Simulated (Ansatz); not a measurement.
Harmonic frequencies (cm⁻¹) at PBE0-D4/def2-TZVP from Ansatz: 30, 66, 91, 172, 194, 274, 316, 344, 399, 455, 500, 521, 671, 690, 772, 824, 854, 872, 886, 916, 937, 938, 949, 2193, 2207, 2218, 2228, 2234, 2252, 3921.

Each molecule was computed in one conformer, which needn't be the lowest.

**Question.** Which molecule is it?
A. `CN[SiH2]N`
B. `O[SiH](F)[SiH2][SiH3]`
C. `F[SiH]([SiH3])O[SiH3]`
D. `C[Si]1(Cl)CN1`

**Answer.** B.
